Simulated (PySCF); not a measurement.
Compound: C8H7F3O.
Numbering: `[CH2:1]=[C:2]1[CH:3]=[C:4]([C:5]([F:6])([F:7])[F:8])/[C:9]1=[CH:10]\[O:11][CH3:12]` (hydrogens: H13, H14 on C1; H15 on C3; H16 on C10; H17, H18, H19 on C12)

Method: PBE0-D3(BJ)/def2-SVP geometry optimisation, gas phase (PySCF).

List the bond lengths, angles and torsions at this level.

| bond | length (Å) |
| --- | --- |
| C1=C2 | 1.334 |
| C2–C3 | 1.482 |
| C3=C4 | 1.362 |
| C4–C5 | 1.489 |
| C5–F6, C5–F7, C5–F8 | 1.335 |
| C4–C9 | 1.472 |
| C9=C10 | 1.338 |
| C10–O11 | 1.340 |
| O11–C12 | 1.403 |
| C2–C9 | 1.499 |
| C1–H13 | 1.092 |
| C1–H14 | 1.092 |
| C3–H15 | 1.090 |
| C10–H16 | 1.097 |
| C12–H17, C12–H18, C12–H19 | 1.102 |

Bonds in one row agree within 0.01 Å and their mean is given. A selection of angles:
| angle | degrees |
| --- | --- |
| C2–C1–H13 | 120.9 |
| C2–C1–H14 | 121.3 |
| H13–C1–H14 | 117.8 |
| C1–C2–C3 | 135.8 |
| C1–C2–C9 | 136.5 |
| C3–C2–C9 | 87.7 |
| C2–C3–C4 | 91.8 |
| C2–C3–H15 | 134.2 |
| C4–C3–H15 | 134.0 |
| C3–C4–C5 | 133.0 |
| C3–C4–C9 | 93.5 |
| C5–C4–C9 | 133.5 |
| C4–C5–F6 | 111.6 |
| F6–C5–F7 | 107.7 |
| C4–C9–C10 | 137.0 |
| C2–C9–C4 | 87.0 |
| C2–C9–C10 | 136.0 |
| C9–C10–O11 | 122.1 |
| C9–C10–H16 | 120.6 |
| O11–C10–H16 | 117.2 |
| C10–O11–C12 | 116.6 |
| O11–C12–H17 | 107.1 |
| O11–C12–H18 | 111.6 |
| H17–C12–H18 | 108.8 |

Torsions: C1–C2–C3–C4 180° (antiperiplanar); C2–C3–C4–C5 -179° (antiperiplanar); C3–C4–C5–F6 -121° (anticlinal); C3–C4–C9–C10 180° (antiperiplanar); C4–C9–C10–O11 -1° (synperiplanar); C9–C10–O11–C12 176° (antiperiplanar); C1–C2–C9–C4 180° (antiperiplanar). The mirror-image conformer, all signs reversed, is as good.

O11 (ether oxygen) is bent (angle 116.6°). The C–O distances run from 1.340 Å (C10–O11, drawn single) to 1.403 Å (O11–C12, drawn single), a spread of 0.063 Å. The C–C distances run from 1.334 Å (C1=C2, drawn double) to 1.499 Å (C2–C9, drawn single), a spread of 0.165 Å. The 4-membered ring C2–C3–C4–C9 has internal angles of 87.0° to 93.5° (sum 360°, against 360° for a flat polygon); it is planar, 0.00 Å rms from its mean plane, widest ring torsion 0°. Of the pairs four or more bonds apart, H16···H19 is among the closest relative to their van der Waals radii: 2.49 Å, 104 % of the sum of Bondi's values. All 3 C–F bonds measure 1.335 to 1.336 Å.

Point group: near Cs, missed by 0.22 Å at most; the miss may be what the optimiser left on a soft mode. No frequency check. The numbers are those of one conformer.
